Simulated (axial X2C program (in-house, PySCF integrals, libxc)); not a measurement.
## Photoelectron levels of CuF by EOM-IP-CCSD

Computed with an in-house all-electron X2C program for linear molecules (integrals from PySCF): two-component X2C with atomic mean-field Coulomb and Gaunt terms, Gaussian nuclei, basis Cu dyall-cv3z, F dyall-av3z with contracted cores.

R = 1.676 Å (0.960 times 1.746 Å, the PBE0 minimum at charge 0 for the lowest determinant).

Vertical ionisation energies of CuF to the states of CuF⁺:

```
Ω of CuF⁺  vertical IE (eV)  above lowest (cm⁻¹)                 ionised spinor  one-hole weight
      1/2             9.994                    0  63% Cu dσ, 23% F pσ, 8% Cu sσ             0.94
      3/2            10.329                 2698            63% Cu dπ, 34% F pπ             0.93
      1/2            10.444                 3629            59% Cu dπ, 35% F pπ             0.93
      5/2            11.352                10948                     100% Cu dδ             0.93
```

Q: What is the splitting of the first π pair in the table, and is it regular or inverted?

A: E(3/2) − E(1/2) = 2698 − 3629 = -931 cm⁻¹ at EOM-IP-CCSD: inverted, Ω = 3/2 lower. Splittings at this level can be off by ten to twenty per cent.

This point took 28 s on 1 thread of Intel(R) Xeon(R) Processor @ 2.30GHz (shared host).

Reference electrons by ω block (each with its −ω partner): 1/2: 13, 3/2: 5, 5/2: 1. 18 electrons of CuF correlated (inner shells frozen), 94 natural virtual spinors (a truncated set); levels can be off by some tenths of an eV. Roots sought by Ω: (1/2: 4, 3/2: 3, 5/2: 1); rows need 60 % one-particle weight and stop where some Ω has no more roots. Missing are any skipped roots, higher Ω and states of a further excitation; these come out far too high here and may in truth be low or lowest. T1 of the reference 0.020 (Lee–Taylor). Number of frozen shells: Cu 3 s, 2 p; F 1 s.
